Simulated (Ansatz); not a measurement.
Abridged output of a molecular run in Ansatz:

```
Functional definition: HF
1312 factors; integrals over basis functions are off by at most 1.3e-3 eV
mean field evaluation 1: about -61751.3913 eV, gradient 2.9e1 eV
mean field evaluation 2: about -61751.7754 eV, gradient 2.9e1 eV
mean field evaluation 4: about -61754.0934 eV, gradient 6.3e0 eV
mean field evaluation 8: about -61754.1632 eV, gradient 5.4e-1 eV
mean field evaluation 16: about -61754.1649 eV, gradient 2.9e-6 eV
mean field -61754.16489965 eV, -2269.4237015857 hartree, gradient 2.9e-6 eV, S^2 0.000000; 0 other end points of the search recorded, 0 dependent functions left out
16 core orbitals not correlated: weight in the atoms' cores, before any rotation towards them, 1.000 or more for the frozen orbitals, at most 0.000 for the correlated occupied ones
reference -61754.16489965 eV, -2269.4237015857 hartree; 15, 15 occupied and 179, 179 virtual orbitals, 1312 factors
second order -28.59206383 eV of doubles, -0.00000000 eV of singles
cycle   1  -26.93009079 eV  change     1.7e0 eV  update   1.5e-1
cycle   2  -27.81978115 eV  change   -8.9e-1 eV  update   5.6e-2
cycle   3  -28.00636498 eV  change   -1.9e-1 eV  update   2.7e-2
cycle   4  -27.98029867 eV  change    2.6e-2 eV  update   9.9e-3
cycle   5  -27.96094820 eV  change    1.9e-2 eV  update   4.0e-3
cycle   6  -27.96463872 eV  change   -3.7e-3 eV  update   1.7e-3
cycle   7  -27.96470292 eV  change   -6.4e-5 eV  update   6.1e-4
cycle   8  -27.96402792 eV  change    6.8e-4 eV  update   3.0e-4
cycle   9  -27.96431044 eV  change   -2.8e-4 eV  update   1.3e-4
cycle  10  -27.96442017 eV  change   -1.1e-4 eV  update   5.2e-5
cycle  11  -27.96431948 eV  change    1.0e-4 eV  update   2.3e-5
cycle  12  -27.96435101 eV  change   -3.2e-5 eV  update   9.8e-6
perturbative correction -1.19909903 eV, -0.0440660764 hartree
Total energy: -61783.32834968 eV, -2270.4954386067 hartree
```

Its atoms:

```xyz
7

N    -1.202   -0.677    0.208
C    -0.045   -0.169   -0.169
S     0.799   -0.674   -1.521
Zn    1.331    1.130    0.238
H    -1.639   -1.418   -0.326
H    -1.673   -0.340    1.030
H     2.429    2.148    0.540
```

(1) Which basis set was used?
A. def2-QZVPP
B. def2-SVP
C. def2-TZVPP
D. cc-pV(D+d)Z

(2) Write the keys of the input that set method, charge and spin (a neutral closed shell needs none for the last two).

Answers

(1) C. It gives 210 functions.

(2) 
```yaml
correlation: {method: ccsd_t, frozen_orbitals: {C: 1, H: 0, "N": 1, S: 5, Zn: 9}}
```
